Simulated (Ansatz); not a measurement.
`F[SiH](Cl)C#[C][GeH3]` + HCl → `F[SiH](Cl)Cl` + `C#[C][GeH3]`  (ligand exchange at the Si–C bond)

Calculated with Ansatz (gas phase, PBE0-D4/def2-TZVP geometries, no zero-point term in ΔE). CBS: MP2 limit from def2 TZ/QZ plus the TZ coupled-cluster correction, frozen cores. This one scheme is used for every species. Functionals use def2-TZVPP. For Ge outer-core shells are correlated without core-valence functions, which leaves a few kJ/mol of doubt a bond. Scalar relativity is left out up to krypton.

`F[SiH](Cl)C#[C][GeH3]`:

```xyz
10

F     0.526   -3.274    0.107
Si    0.271   -2.180   -1.013
Cl    1.899   -2.129   -2.231
C     0.051   -0.569   -0.228
C    -0.122    0.521    0.275
Ge   -0.381    2.234    1.073
H    -0.907   -2.583   -1.797
H     0.499    3.242    0.329
H    -1.862    2.602    0.940
H     0.026    2.136    2.546
```

HCl:

Cartesian coordinates in Å:
```
Cl 0.378 -0.516 0.009
H -0.378 0.516 -0.009
```

`F[SiH](Cl)Cl`:

Z-matrix (Å, degrees):
```
Si
F 1 1.581
Cl 1 2.024 2 108.4
Cl 1 2.024 2 108.4 3 119.6
H 1 1.467 2 109.1 3 -120.2
```

`C#[C][GeH3]`:

```xyz
7

C     1.375   -1.222   -0.794
C     0.548   -0.487   -0.317
Ge   -0.755    0.671    0.436
H     2.107   -1.871   -1.217
H    -2.049    0.546   -0.376
H    -0.999    0.255    1.891
H    -0.227    2.109    0.376
```

```tsv
level	ΔE (kcal/mol)
r2SCANh-D4	-14.7
ωB97M-V	-15.3
revPBE	-13.9
BLYP	-13.8
PBE0	-14.7
CAM-B3LYP	-14.7
CCSD(T)/def2-SVP	-12.6
HF/def2-TZVPP	-15.5
```

Task: What does CCSD(T)/CBS give? (Best estimate.)

Result: Computed: -14.1 kcal/mol. The listed levels differ from it by -0.6, -1.2, 0.2, 0.3, -0.6, -0.6, 1.5, -1.4 kcal/mol.

Largest T1 diagnostic among the species: 0.012.

From BLYP to BHLYP (50 % exact exchange), in def2-TZVPP and without D4, ΔE moves by −1.2 kcal/mol. Leaving LDA and LC-ωPBE aside and taking each functional with its dispersion term where it has one, the values, not all of them listed here, spread over 2.0 kcal/mol, from ωB97M-V to BLYP-D4. At CCSD(T), def2-SVP lies +1.5 kcal/mol from the extrapolated value and def2-TZVPP +0.9 kcal/mol.
